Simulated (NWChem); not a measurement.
System: C₃H₄BCl; SMILES ClB(C#C)C

```xyz
9

B      0.3494     0.0645     0.0102
C     -0.2301    -1.3466     0.0023
C     -0.6688    -2.4830    -0.0018
H     -1.0647    -3.4833    -0.0053
Cl    -0.7941     1.4076    -0.0057
C      1.8876     0.3290     0.0086
H      2.1570     1.3847     0.1437
H      2.2972    -0.0170    -0.9579
H      2.3880    -0.2846     0.7757
```
Atoms are numbered in this order, from 1.

Structure relaxed at the PBE0/def2-SVP level.

Question: Give the principal values of the shielding tensors (ppm) of B1, C2, C3, Cl5, C6 from PBE/pcSseg-1, GIAO (NWChem), with their diamagnetic and paramagnetic parts as GIAO splits them.

Answer: 
```tsv
atom	σ11	σ22	σ33	isotropic	diamagnetic	paramagnetic
B1	-25.6	33.5	100.6	36.1	192.6	-156.4
C2	-18.3	-12.4	284.6	84.6	256.5	-171.9
C3	9.0	21.7	170.2	67.0	259.4	-192.4
Cl5	215.3	599.0	928.4	580.9	1147.6	-566.7
C6	136.8	164.5	183.8	161.7	252.1	-90.4
```
